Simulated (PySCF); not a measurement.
# C₆ coefficients of unlike pairs at PBE0

Calculated with PySCF 2.14 from the dipole response of each species, C₆(A,B) = (3/π) ∫ α_A(iu) α_B(iu) du, in atomic units, from isotropic polarisabilities. For ions this is the dispersion term alone; charge-induced terms of lower order in 1/R come first.

```json
{"species": "Nb(2+)", "configuration": "[Kr] 4d3 (4F)", "basis": "aug-cc-pwCVTZ-PP with ECP28MDF (8s8p7d4f3g)", "relativity": "core potential", "α (bohr³)": "11.23", "C₆ (like pair)": "58.39"}
{"species": "Cu(2+)", "configuration": "[Ar] 3d9 (2D)", "basis": "aug-cc-pwCVTZ-DK with one added diffuse shell each of s, p, d, f, g type (11s10p8d5f4g)", "relativity": "spin-free X2C", "α (bohr³)": "3.015", "C₆ (like pair)": "8.252"}
{"species": "Be", "configuration": "[He] 2s2 (1S)", "basis": "aug-cc-pVDZ (4s3p2d)", "relativity": "none", "α (bohr³)": "42.74", "C₆ (like pair)": "259.2"}
{"species": "Xe+", "configuration": "[Kr] 4d10 5s2 5p5 (2P)", "basis": "aug-cc-pVQZ-PP with ECP28MDF (7s7p5d3f2g)", "relativity": "core potential", "α (bohr³)": "18.06", "C₆ (like pair)": "154.8"}
```

Estimate C₆ for Cu(2+) with Nb(2+).

The integral gives 21.04. The combination rule 2 C_A C_B / (C_A α_B/α_A + C_B α_A/α_B) gives 20.76 and the geometric mean 21.95.

No spin-orbit coupling is included.

The other pairs:

| pair | C₆ |
| --- | --- |
| Be, Cu(2+) | 31.04 |
| Xe+, Be | 168.3 |
| Xe+, Nb(2+) | 94.67 |
| Xe+, Cu(2+) | 33.48 |
| Be, Nb(2+) | 101.5 |
